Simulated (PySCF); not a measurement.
**Shapes and spin states of HTaO**

Method: PySCF, PBE0, basis Ta def2-TZVP with ECP60, O def2-TZVP, H def2-TZVP (scalar-relativistic core potentials, no spin–orbit coupling, density fitting).

Relaxations began from a few typed shapes and spin states; open shells are unrestricted. The search is not exhaustive: other isomers or separated fragments can lie lower, and high-lying points may rest on an excited occupation.

```tsv
spin	group	bonds	angles	imaginary modes (cm⁻¹)	ΔE (kJ/mol)	ΔE with ZPE (kJ/mol)
triplet	Cs	Ta–H 1.776 Å, Ta–O 1.695 Å	H–Ta–O 103.7°	none	0.0	0.0
broken-symmetry Ms = 0 (⟨S²⟩ 0.84)	Cs	Ta–H 1.768 Å, Ta–O 1.691 Å	H–Ta–O 102.7°	none	14.4	14.8
singlet (closed shell, unstable to spin polarisation)	Cs	Ta–H 1.753 Å, Ta–O 1.684 Å	H–Ta–O 99.5°	none	44.9	45.9
triplet	C∞v	Ta–H 1.977 Å, Ta–O 1.730 Å	H–Ta–O 180.0°	537i, 537i	125.5	–
singlet (closed shell, unstable to spin polarisation)	C∞v	Ta–H 1.920 Å, Ta–O 1.744 Å	H–Ta–O 180.0°	675i, 675i	227.8	–
```

The lowest minimum found is the triplet Cs: Ta–H 1.776 Å, Ta–O 1.695 Å; H–Ta–O 103.7°.

For the lowest minimum: open d and f shells are described by one determinant, and the ground state may have another occupation or spin. No spin–orbit coupling is included, which matters more the heavier the element.

The electron or spin density has lower symmetry than the nuclear frame for the broken-symmetry Ms = 0 (⟨S²⟩ 0.84) Cs at 14.4 kJ/mol.
